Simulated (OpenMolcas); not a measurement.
**neutral tantalum: input and output**

Input:

```
&GATEWAY
Coord
1

Ta 0.0 0.0 0.0
Basis=ANO-R2
Group=XYZ
NoMove
AngMom=0.0 0.0 0.0
AMFI
&SEWARD
&RASSCF
FileOrb=start.orb
Symmetry=1
Spin=4
nActEl=3 0 0
Inactive=16 19
Ras2=5 0
CIRoot=10 10 1
SDav=10
CIMx=300
Iter=120 100
PrWF=0.3
OrbListing=Nothing
MaxOrb=0
Atom
>>> COPY $Project.JobIph JOB001
&RASSCF
FileOrb=start.orb
Symmetry=1
Spin=2
nActEl=3 0 0
Inactive=16 19
Ras2=5 0
CIRoot=40 40 1
SDav=40
CIMx=300
Iter=120 100
PrWF=0.3
OrbListing=Nothing
MaxOrb=0
Atom
>>> COPY $Project.JobIph JOB002
&RASSI
NrOfJobIphs=2 10 40
1 2 3 4 5 6 7 8 9 10
1 2 3 4 5 6 7 8 9 10 11 12 13 14 15 16 17 18 19 20 21 22 23 24 25 26 27
28 29 30 31 32 33 34 35 36 37 38 39 40
IphNames
JOB001
JOB002
EJob
SpinOrbit
DIPRint=1.0
SOCoupling=1000.0
Subsets=2
MEES
Property=10
'ANGMOM' 1 'ANGMOM' 2 'ANGMOM' 3 'MLTPL  1' 1 'MLTPL  1' 2 'MLTPL  1' 3
'AMFI' 1 'AMFI' 2 'AMFI' 3 'MLTPL  2' 6
SOProperty=3
'ANGMOM' 1 'ANGMOM' 2 'ANGMOM' 3
```

A driver script runs the steps one by one and writes start.orb anew before each from the orbitals found so far.

Output, cut to the results:

```
--- SEWARD ---
Basis set label: TA.ANO-R...8S6P5D3F1G.

      Electronic valence basis set:
      ------------------
      Associated Effective Charge  73.000000 au
      Associated Actual Charge     73.000000 au
      Nuclear Model: Finite nucleus - Gaussian distribution
        Gaussian exponent, Xi/bohr**(-2):  1.49593E+08

      Shell  nPrim  nBasis  Cartesian Spherical Contaminant
         s      25       8        X
         p      20       6        X
         d      15       5                 X
         f      10       3                 X
         g       4       1                 X
                  Relativistic X2C integrals
                  Atomic mean-field integrals
--- RASSCF ---
Wave function specifications:
      -----------------------------

      Number of closed shell electrons          70
      Number of electrons in active shells       3
      Max number of holes in RAS1 space          0
      Max nr of electrons in RAS3 space          0
      Number of inactive orbitals               35
      Number of active orbitals                  5
      Number of secondary orbitals              41
      Spin quantum number                      1.5
      State symmetry                             1
Orbital specifications:
      -----------------------

      Symmetry species                           1   2
                                                ag  au
      Frozen orbitals                            0   0
      Inactive orbitals                         16  19
      Active orbitals                            5   0
      RAS1 orbitals                              0   0
      RAS2 orbitals                              5   0
      RAS3 orbitals                              0   0
      Secondary orbitals                        21  20
      Deleted orbitals                           0   0
      Number of basis functions                 42  39
      Number of CSFs                            10
      Number of root(s) required                10
      Iter CI   SX   CI       RASSCF       Energy    max ROT     max BLB   max BLB  Level Ln srch  Step   QN
          iter iter root      energy       change     param      element    value   shift minimum  type update
 Nr of preliminary CI iterations:   1
      Total energies have been shifted. Add               -15000.00 au
        1   1    9    0  -600.16318908    0.00E+00  -3.50E-02   16  22 1 -3.73E-02*  0.04   0.00    SX    NO
        2   1    9    0  -600.16497284   -1.78E-03*  1.70E-02   17  23 2 -6.78E-03*  0.02   0.00    SX    NO
        3   1    9    0  -600.16524286   -2.70E-04*  7.52E-03   16  22 1 -7.97E-03*  0.03   0.00    SX    NO
        4   1    9    0  -600.16527930   -3.64E-05*  7.12E-03   13  36 2 -8.08E-03*  0.03   0.00    SX    NO
        5   1    9    0  -600.16526663    1.27E-05*  3.85E-03   13  36 2  1.04E-02*  0.03   0.48    SX   YES
        6   1    8    0  -600.16534250   -7.59E-05*  9.88E-04   15  38 2 -5.40E-03*  0.03   0.68    QN   YES
        7   1    7    0  -600.16536442   -2.19E-05*  2.80E-04   16  22 1 -1.34E-04*  0.03   1.00    QN   YES
        8   1    7    0  -600.16536452   -1.00E-07*  1.15E-04   16  22 1 -1.20E-04*  0.03   0.86    QN   YES
        9   1    6    0  -600.16536455   -2.31E-08* -3.26E-05   16  22 1 -2.45E-05   0.03   1.21    QN   YES
       10   1    3    0  -600.16536455   -8.35E-10   3.27E-07    9  23 1  2.22E-07   0.03   1.01    QN   YES
      Convergence after 10 iterations
       11   1    3    0  -600.16536455   -1.09E-11   3.27E-07   15  23 1  5.31E-08   0.03   1.01    QN   YES
      Natural orbitals and occupation numbers for root  1
      sym 1:   1.000000   0.939631   0.060369   0.060369   0.939631
      Natural orbitals and occupation numbers for root  2
      sym 1:   0.695985   1.000000   0.304015   0.695985   0.304015
      Natural orbitals and occupation numbers for root  3
      sym 1:   1.000000   0.042570   0.957430   0.042570   0.957430
::    RASSCF root number  1 Total energy: -15600.17802960
::    RASSCF root number  2 Total energy: -15600.17802960
::    RASSCF root number  3 Total energy: -15600.17802960
::    RASSCF root number  4 Total energy: -15600.17802960
::    RASSCF root number  5 Total energy: -15600.17802960
::    RASSCF root number  6 Total energy: -15600.17802960
::    RASSCF root number  7 Total energy: -15600.17802960
::    RASSCF root number  8 Total energy: -15600.13581277
::    RASSCF root number  9 Total energy: -15600.13581277
...
--- RASSI ---
SPIN-FREE ENERGIES:
  (Shifted by EMIN (a.u.) =     -15600.1780295953)

 SF State       Relative EMIN(au)   Rel lowest level(eV)    D:o, cm**(-1)      L_eff

     1             0.0000000000        0.0000000000              0.0000         3.0
     2             0.0000000000        0.0000000000              0.0000         3.0
     3             0.0000000000        0.0000000000              0.0000         3.0
     4             0.0000000000        0.0000000000              0.0000         3.0
     5             0.0000000000        0.0000000000              0.0000         3.0
     6             0.0000000000        0.0000000000              0.0000         3.0
     7             0.0000000000        0.0000000000              0.0000         3.0
     8             0.0422168281        1.1487784165           9265.5228         1.0
     9             0.0422168281        1.1487784165           9265.5228         1.0
    10             0.0422168281        1.1487784165           9265.5228         1.0
    11             0.0444014156        1.2082240694           9744.9843         4.0
    12             0.0444014156        1.2082240694           9744.9843         4.0
    13             0.0444014156        1.2082240694           9744.9843         4.0
    14             0.0444014156        1.2082240694           9744.9843         4.0
    15             0.0444014156        1.2082240694           9744.9843         4.0
    16             0.0444014156        1.2082240694           9744.9843         4.0
    17             0.0444014156        1.2082240694           9744.9843         4.0
    18             0.0444014156        1.2082240694           9744.9843         4.0
    19             0.0444014156        1.2082240694           9744.9843         4.0
    20             0.0581091170        1.5812296266          12753.4770         4.8
    21             0.0581091170        1.5812296266          12753.4770         4.2
...
```

Levels above the lowest, from the spin-orbit matrix, grouped by J:

```csv
Configuration,Term,J,E (cm-1),Measured (cm-1),Term weight %,Second
5d3 6s2,4F,3/2,0.0,0.0,94,5 2D(1)
5d3 6s2,4F,5/2,2090,2010,98,
5d3 6s2,4F,7/2,4314,3964,96,3 2G
5d3 6s2,4F,9/2,6401,5621,88,11 2G
5d3 6s2,4P,3/2,10555,6069,60,28 2P
5d3 6s2,4P,1/2,11308,6049,82,18 2P
5d3 6s2,2G,7/2,13094,,95,3 4F
5d3 6s2,2H,9/2,13618,,49,42 2G
5d3 6s2,4P,5/2,14330,9253,95,4 2D(1)
5d3 6s2,2D(1),3/2,16324,,51,32 4P
5d3 6s2,2P,1/2,17257,,82,18 4P
5d3 6s2,2H,11/2,18304,,100,
5d3 6s2,2H,9/2,19191,,50,48 2G
5d3 6s2,2D(1),5/2,20059,,93,4 4P
5d3 6s2,2P,3/2,22090,,58,33 2D(1)
5d3 6s2,2F,7/2,26245,,98,
5d3 6s2,2F,5/2,26489,,94,5 2D(2)
5d3 6s2,2D(2),5/2,39443,,93,5 2F
5d3 6s2,2D(2),3/2,39827,,99,
```

Against the 6 measured excited levels shown (NIST Handbook of Basic Atomic Spectroscopic Data) the mean absolute deviation is 2700 cm-1; the largest miss in energy is 5d3 6s2 4P 1/2: computed 11308, measured 6049 cm-1 (+86.9 %).

Without dynamic correlation excited terms often stand tens of per cent too high (terms of higher spin than the ground term too low), and those without a measured partner can miss by more than the paired ones. With the s shell closed, the reference lacks s² → p², s² → d² and s → d mixing, so excited terms can stand far too high and out of order, with CASPT2 too. Computed and measured levels are paired by configuration, term and J; levels that our copy of the source lacks, or whose pairing is in doubt (as where it misses far off the trend of its configuration), stay unpaired and out of the deviations. Levels of configurations outside the active space are missing.

The term weight is that of the spin-free term in the level, not the purity of its configuration. A number in round brackets counts repeated terms of one configuration in the order of the reference energies.
